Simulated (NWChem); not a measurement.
Molecule: BHOIF; SMILES OB(F)I

```xyz
5

B      0.0435    -1.3062     0.0000
F     -1.0914    -1.9904     0.0000
I     -0.0335     0.8251     0.0000
O      1.2312    -1.9215     0.0000
H      1.1527    -2.8845     0.0000
```
Atoms are numbered in this order, from 1.

Level: PBE0/def2-SVP with def2 effective core potentials on I (NWChem), optimised geometry, unscaled harmonic frequencies. def2 effective core potentials on I; no spin-orbit coupling.

Question: List the harmonic frequencies with IR intensities, and the thermochemistry.

Answer: 
| frequency (cm⁻¹) | IR intensity (km/mol) |
|---|---|
| 263 | 0.9 |
| 308 | 3.7 |
| 472 | 25.1 |
| 573 | 103.9 |
| 607 | 138.4 |
| 988 | 140.6 |
| 1236 | 410.3 |
| 1473 | 336.4 |
| 3867 | 125.7 |

```json
{
  "zero_point_energy": "14.0 kcal/mol",
  "thermal correction to the enthalpy at 298.15 K (with zero-point energy)": "17.3 kcal/mol",
  "heat capacity Cv": "13.4 cal/(mol K)",
  "entropy at 298.15 K and 1 atm (symmetry number 1)": "72.7 cal/(mol K)"
}
```

Rigid rotor and harmonic oscillator.
